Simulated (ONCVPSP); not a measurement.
Os: ONCV pseudisation with PBE, scalar-relativistic reference atom.

osmium, optimised norm-conserving Vanderbilt (ONCV), made with ONCVPSP 4.0.1 (PBE, scalar-relativistic). Core [Kr] 4d10, reference 4f13 5s2 5p6 5d7 6s2. Waves: 5s+6s: rc 1.65 bohr, ncon 5, nbas 9, qcut 7 1/bohr, 2 projectors; 5p: rc 1.15 bohr, ncon 4, nbas 9, qcut 7.8 1/bohr, 2 projectors, debl 0.9 Ha; 5d: rc 2.25 bohr, ncon 4, nbas 9, qcut 5.5 1/bohr, 2 projectors, debl 3.3 Ha; 4f: rc 0.85 bohr, ncon 3, nbas 8, qcut 20.4 1/bohr, 3 projectors, debl 1.2 Ha. Local part: polynomial inside 0.75 bohr (lpopt 5, dvloc0 6 Ha). Core correction: Teter function, fcfact 5.5, rcfact 1.7.

In the p channel the program set the typed energies aside and used -1.974, 0.250 Ha. In the f channel the program set the typed energies aside and used -2.279, 0.250, 1.450 Ha.

Poles of the logarithmic derivatives, all-electron (AE) and pseudo (PS). s: poles at -3.2 (AE) and -3.2 (PS) Ha. p: poles at 3.1 (AE) and 3.1 (PS) Ha. d: poles at 0.1, 4.5 (AE) and 0.1, 4.6 (PS) Ha. f: poles at -0.7 (AE) and -0.7 (PS) Ha. Test radii: s 1.68, p 1.16, d 2.29, f 0.86 bohr.

- Cutoffs needed: 178 Ha and 192 Ha (the cutoffs (Ha) at which the residual kinetic energy of the hardest occupied pseudo-wave falls to 1 and 0.1 mHa per electron)
- Ghost test: ghosts flagged at negative energy: s at -232.8 eV; GHOST(+) flagged for p at 154.6 eV, d at 167.0 eV; a true bound ghost makes a file unfit for plane-wave use
- Largest excitation error: -746 meV (all-electron minus pseudo) for 4f14 5s2 5p6 5d5 6s2, out of 4 test configurations
- rms error of d²Exc/dni dnj: 5.73 mHa without and 3.47 mHa with the model core
